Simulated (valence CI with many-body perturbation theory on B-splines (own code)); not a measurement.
## F⁴⁺: calculated level list

Method: relativistic CI+MBPT: three valence electrons over a frozen Dirac-Fock core [He], radial functions for each j: 11 s, 11 p, 10 d, 8 f, 5 g, 2 h, with the one-electron correlation potential Σ1, the two-electron term Σ2, the three-electron term Σ3, Breit, model QED; selected CI, second order for the rest, scaled by the run's own slope (own B-spline code, finite nucleus).

Set against measurement, 37 paired levels are off by 112 cm⁻¹ on average, the worst by 258. These come from a selection out of Moore, Atomic Energy Levels, vol. I, NSRDS-NBS 35 (1971 reprint of NBS Circular 467, 1949), an old analysis. Levels without a partner in it may be off by more.

Levels 136 to 180 of 185, with energies above the lowest level, 2s2.2p 2P°_1/2. "Leading %" is the weight of the configuration and term that name the level; weights of strongly mixed levels are sums over their largest components and can fall short. In the jj column 3d3/2^4 stands for four electrons in 3d with j = 3/2.

| No. | Configuration | Term | J | E (cm⁻¹) | Leading % | g | Leading jj | Second component |
| --- | --- | --- | --- | --- | --- | --- | --- | --- |
| 136 | 2s.2p.4d | 4D° | 1/2 | 840610 | 98 | 0.018 | 2s 2p1/2 4d3/2 (53 %) |  |
| 137 | 2s.2p.4d | 4D° | 3/2 | 840640 | 95 | 1.212 | 2s 2p3/2 4d3/2 (33 %) |  |
| 138 | 2s.2p.4d | 4D° | 5/2 | 840710 | 91 | 1.382 | 2s 2p1/2 4d5/2 (51 %) | 6 % 2s.2p.4d 4P° |
| 139 | 2s.2p.4d | 4D° | 7/2 | 840890 | 98 | 1.428 | 2s 2p3/2 4d5/2 (70 %) |  |
| 140 | 2s.2p.4d | 2D° | 3/2 | 841460 | 95 | 0.807 | 2s 2p3/2 4d5/2 (41 %) |  |
| 141 | 2s.2p.4d | 2D° | 5/2 | 841550 | 85 | 1.238 | 2s 2p3/2 4d3/2 (51 %) | 8 % 2s.2p.4d 4P° |
| 142 | 2s.2p.4d | 4P° | 5/2 | 842020 | 84 | 1.550 | 2s 2p3/2 4d5/2 (69 %) | 10 % 2s.2p.4d 2D° |
| 143 | 2s.2p.4d | 4P° | 3/2 | 842170 | 95 | 1.714 | 2s 2p3/2 4d3/2 (54 %) |  |
| 144 | 2s.2p.4d | 4P° | 1/2 | 842280 | 98 | 2.650 | 2s 2p3/2 4d3/2 (88 %) |  |
| 145 | 2s.2p.4f | 4D | 7/2 | 842880 | 69 | 1.428 | 2s 2p1/2 4f7/2 (35 %) | 27 % 2p2.3d 4D |
| 146 | 2s.2p.4f | 4D | 5/2 | 842980 | 68 | 1.371 | 2s 2p3/2 4f7/2 (25 %) | 28 % 2p2.3d 4D |
| 147 | 2s.2p.4f | 4D | 3/2 | 843070 | 67 | 1.199 | 2s 2p3/2 4f5/2 (49 %) | 29 % 2p2.3d 4D |
| 148 | 2s.2p.4f | 4D | 1/2 | 843120 | 67 | -0.002 | 2s 2p3/2 4f5/2 (67 %) | 29 % 2p2.3d 4D |
| 149 | 2s2.6d | 2D | 3/2 | 843350 | 93 | 0.800 | 2s^2 6d3/2 (93 %) | 6 % 2p2.6d 2D |
| 150 | 2s2.6d | 2D | 5/2 | 843360 | 92 | 1.200 | 2s^2 6d5/2 (92 %) | 6 % 2p2.6d 2D |
| 151 | 2p2.3p | 2F° | 5/2 | 844140 | 71 | 0.857 | 2p1/2 2p3/2 3p1/2 (36 %) | 12 % 2s2.6f 2F° |
| 152 | 2p2.3p | 2F° | 7/2 | 844270 | 69 | 1.143 | 2p1/2 2p3/2 3p3/2 (45 %) | 18 % 2s2.6f 2F° |
| 153 | 2s2.6f | 2F° | 5/2 | 844930 | 65 | 0.857 | 2s^2 6f5/2 (65 %) | 27 % 2s.2p.4d 2F° |
| 154 | 2s2.6g | 2G | 7/2 | 844970 | 93 | 0.889 | 2s^2 6g7/2 (93 %) | 6 % 2p2.6g 2G |
| 155 | 2s2.6g | 2G | 9/2 | 844970 | 93 | 1.111 | 2s^2 6g9/2 (93 %) | 6 % 2p2.6g 2G |
| 156 | 2s2.6f | 2F° | 7/2 | 845050 | 62 | 1.143 | 2s^2 6f7/2 (62 %) | 26 % 2s.2p.4d 2F° |
| 157 | 2s2.6h | 2H° | 9/2 | 845080 | 93 | 0.909 | 2s^2 6h9/2 (93 %) | 6 % 2p2.6h 2H° |
| 158 | 2s2.6h | 2H° | 11/2 | 845080 | 93 | 1.091 | 2s^2 6h11/2 (93 %) | 6 % 2p2.6h 2H° |
| 159 | 2s.2p.4f | 2D | 5/2 | 845380 | 89 | 1.200 | 2s 2p3/2 4f7/2 (33 %) | 7 % 2p2.3d 2D |
| 160 | 2s.2p.4f | 2D | 3/2 | 845640 | 89 | 0.800 | 2s 2p3/2 4f7/2 (70 %) | 8 % 2p2.3d 2D |
| 161 | 2s.2p.4f | 4G | 5/2 | 846230 | 99 | 0.571 | 2s 2p1/2 4f5/2 (72 %) |  |
| 162 | 2s.2p.4f | 4G | 7/2 | 846340 | 86 | 0.972 | 2s 2p1/2 4f7/2 (51 %) | 12 % 2s.2p.4f 2G |
| 163 | 2s.2p.4f | 4G | 9/2 | 846560 | 92 | 1.168 | 2s 2p3/2 4f7/2 (44 %) | 7 % 2s.2p.4f 2G |
| 164 | 2s.2p.4f | 2G | 7/2 | 846750 | 86 | 0.901 | 2s 2p3/2 4f5/2 (33 %) | 12 % 2s.2p.4f 4G |
| 165 | 2s.2p.4f | 4G | 11/2 | 846870 | 99 | 1.273 | 2s 2p3/2 4f7/2 (99 %) |  |
| 166 | 2s.2p.4f | 2G | 9/2 | 847160 | 91 | 1.116 | 2s 2p3/2 4f5/2 (79 %) | 7 % 2s.2p.4f 4G |
| 167 | 2s.2p.4d | 2F° | 5/2 | 847450 | 58 | 0.857 | 2s 2p1/2 4d5/2 (30 %) | 20 % 2p2.3p 2F° |
| 168 | 2s.2p.4d | 2F° | 7/2 | 847760 | 64 | 1.143 | 2s 2p3/2 4d3/2 (34 %) | 18 % 2p2.3p 2F° |
| 169 | 2s.2p.4d | 2P° | 3/2 | 847980 | 96 | 1.333 | 2s 2p3/2 4d5/2 (42 %) |  |
| 170 | 2s.2p.4d | 2P° | 1/2 | 848260 | 97 | 0.666 | 2s 2p3/2 4d5/2 (79 %) |  |
| 171 | 2p2.3d | 2P | 3/2 | 852970 | 96 | 1.333 | 2p1/2 2p3/2 3d5/2 (35 %) |  |
| 172 | 2p2.3d | 2P | 1/2 | 853400 | 96 | 0.665 | 2p3/2^2 3d5/2 (58 %) |  |
| 173 | 2s.2p.4f | 4F | 3/2 | 853980 | 49 | 0.400 | 2s 2p3/2 4f5/2 (24 %) | 49 % 2p2.3d 4F |
| 174 | 2p2.3d | 4F | 5/2 | 854070 | 49 | 1.030 | 2p1/2 2p3/2 3d3/2 (28 %) | 49 % 2s.2p.4f 4F |
| 175 | 2p2.3d | 4F | 7/2 | 854200 | 49 | 1.239 | 2p1/2 2p3/2 3d5/2 (29 %) | 48 % 2s.2p.4f 4F |
| 176 | 2p2.3d | 4F | 9/2 | 854380 | 50 | 1.334 | 2s 2p3/2 4f7/2 (35 %) | 48 % 2s.2p.4f 4F |
| 177 | 2p2.3p | 2D° | 5/2 | 854980 | 95 | 1.200 | 2p1/2 2p3/2 3p3/2 (64 %) |  |
| 178 | 2p2.3p | 2D° | 3/2 | 855050 | 95 | 0.800 | 2p1/2 2p3/2 3p3/2 (25 %) |  |
| 179 | 2p2.3d | 4D | 7/2 | 857960 | 63 | 1.415 | 2p1/2 2p3/2 3d5/2 (41 %) | 28 % 2s.2p.4f 4D |
| 180 | 2p2.3d | 4D | 5/2 | 857960 | 63 | 1.360 | 2p1/2^2 3d5/2 (16 %) | 29 % 2s.2p.4f 4D |

Names give the largest LS component (configuration and term), which can be under half, so a name can repeat, a term be missing and a line seem to break the LS rules; names also repeat where a configuration has a term twice.

Where two levels of one J and parity lie close, their mixing, g and order are uncertain.
